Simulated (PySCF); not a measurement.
Input of an EPR job (settings, then geometry in Å):

```
{"job": {"kind": "epr", "basis": "pcH-1"}, "charge": 0, "multiplicity": 2}
C      4.054656    -0.489614     0.021611
C      2.671844    -0.083942     0.076413
C      1.509594     0.274754     0.131423
C      0.203267     0.669364     0.174494
C     -0.616260     0.777659    -1.022427
Cl    -1.411340     2.424302    -1.123955
Si    -2.088648    -0.478155    -1.042591
C     -3.081642    -0.261248     0.555483
H      4.179983    -1.298994    -0.699351
H      4.682408     0.348525    -0.288594
H      4.388842    -0.831146     1.001796
H     -0.242305     0.912031     1.126899
H     -0.014121     0.690967    -1.926140
H     -1.488926    -1.815376    -1.124713
H     -2.886624    -0.176985    -2.232184
H     -3.990437    -0.854545     0.527934
H     -2.510612    -0.577503     1.424583
H     -3.368439     0.776224     0.704167
```

Method used: UKS B3LYP, pcH-1 on C Cl H Si, non-relativistic, mean-field spin-orbit, GIAO (PySCF). Isolated species at its GFN2-xTB geometry (one conformer only). The geometry wasn't refined by DFT: couplings that depend on bond lengths, twists or pyramidal angles can differ widely from those at the functional's own minimum.

Output of the driver script. The program numbers atoms from 0.

```
UKS, coarse grid
  cycle   1  E = -984.23317764  |g| = 3.79e-01
  cycle   2  E = -984.22070484  |g| = 3.95e-01
  cycle   3  E = -984.30030956  |g| = 6.23e-02
  cycle   4  E = -984.30189807  |g| = 3.27e-02
  cycle   5  E = -984.30244298  |g| = 8.81e-03
  cycle   6  E = -984.30249681  |g| = 5.62e-03
  cycle   7  E = -984.30251711  |g| = 3.40e-03
  cycle   8  E = -984.30252551  |g| = 1.85e-03
  cycle   9  E = -984.30253010  |g| = 4.41e-04
UKS, final grid
  cycle   1  E = -984.30245924  |g| = 4.13e-04
  cycle   2  E = -984.30245927  |g| = 5.42e-04
  cycle   3  E = -984.30245941  |g| = 1.74e-04
  cycle   4  E = -984.30245943  |g| = 1.00e-04
  cycle   5  E = -984.30245945  |g| = 6.13e-05
  cycle   6  E = -984.30245945  |g| = 1.17e-05
E = -984.30245945 Eh   <S^2> = 0.7660 (exact 0.7500)
g shifts (ppm)      1          2          3
  rmc          -164       -164       -164
  gc              9          6         26
  oz_so        -893        722       1756
  total       -1048        565       1618
hyperfine (MHz)  atom isotope    a_iso     a_fc   dipolar eigenvalues
    0   13C     -18.06     -18.07     -1.12      0.52      0.60
    1   13C      40.74      40.79    -41.82    -31.92     73.74
    2   13C     -60.44     -60.48    -18.16     -1.89     20.05
    3   13C      60.11      60.14    -57.54    -56.65    114.20
    4   13C      -4.59      -4.55     -5.39      0.15      5.24
    5  35Cl      27.99      27.57    -13.86    -12.80     26.66
    6  29Si     -57.14     -57.20    -10.87      5.01      5.86
    7   13C      -0.42      -0.42     -0.47     -0.05      0.52
    8    1H      38.79      38.79     -2.65     -2.18      4.83
    9    1H      72.60      72.60     -2.99     -1.89      4.88
   10    1H      11.54      11.54     -2.52     -2.21      4.73
   11    1H     -48.40     -48.42    -26.01     -1.05     27.07
   12    1H      13.36      13.38     -3.24     -2.72      5.96
   13    1H      -2.90      -2.90     -2.02     -1.09      3.11
   14    1H      18.03      18.02     -1.39     -0.68      2.08
   15    1H      -0.20      -0.20     -0.77     -0.51      1.28
   16    1H       0.03       0.03     -1.76     -1.31      3.07
   17    1H       0.41       0.41     -1.08     -0.99      2.06
```

|g| in the SCF lines is the orbital gradient. In the g block, columns 1 to 3 are the principal axes in rising order; rmc is the relativistic mass correction, gc the gauge correction and oz_so the orbital-Zeeman/spin–orbit term. a_fc is the Fermi-contact part of a_iso, the rest being spin–orbit.

Task: Is the state sound, as far as the log shows?

Result: The SCF converged after 15 cycles in all, 9 of them on the coarse grid; no stability test was run. ⟨S²⟩ = 0.7660 against the exact 0.7500, 2.1 % above the value of a pure doublet state.

Task: What are the principal g values and g_iso?

Result: Adding the total shifts to 2.002319 gives 2.00127, 2.00288, 2.00394; their mean shift is 378 ppm, so g_iso = 2.00270.

Task: Which couplings shape the isotropic spectrum at natural abundance (0.05 mT or more)? Keep the log's numbering.

Result: atom 11 (1H, I = 1/2): -48.4 MHz = 1.73 mT in magnitude, a 1:1 doublet; atoms 8, 9, 10 (1H, I = 1/2): mean 41.0 MHz = 1.46 mT in magnitude, a 1:3:3:1 quartet; atom 5 (35Cl, I = 3/2): 28.0 MHz = 1.00 mT in magnitude, a 1:1:1:1 quartet; atom 14 (1H, I = 1/2): 18.0 MHz = 0.64 mT in magnitude, a 1:1 doublet; atom 12 (1H, I = 1/2): 13.4 MHz = 0.48 mT in magnitude, a 1:1 doublet; atom 13 (1H, I = 1/2): -2.9 MHz = 0.10 mT in magnitude, a 1:1 doublet. Together 256 lines to first order. Class means assume fast exchange of nuclei equivalent by connectivity; if that motion is slow, each nucleus keeps its own coupling. The three 1H nuclei of mean +41.0 MHz run from 11.5 to 72.6 MHz in the frozen geometry. Main isotope only: 35Cl (natural samples also hold 24 % 37Cl, magnetic too, which adds its own pattern).

Task: How large is the spin–orbit part of a_iso for atom 1 (13C)?

Result: a_iso − a_fc = 40.74 − (40.79) = -0.05 MHz.

The species is `C[C]=C=C[C@H](Cl)[SiH2]C` [radical]. The run used 320 basis functions and 12 iterations of the response equations. The SMILES `C[C]=C=C[C@H](Cl)[SiH2]C` draws the unpaired electron on C2, whose computed spin population is only +0.48.

On one thread, Intel Xeon Platinum 8488C (x86_64), no GPU, shared host with 96 logical CPUs at a one-minute load of 69, this took 2.2 min (grids of density and orbitals included) and 1.1 GiB of memory at its peak.

The values belong to the conformer `[CH3:1][C:2]=[C:3]=[CH:4][C@H:5]([Cl:6])[SiH2:7][CH3:8]`: C3–C4–C5–Cl6 -128°, C4–C5–Si7–C8 54°.
Labels such as C1 count atoms from 1, the log's own numbers from 0.
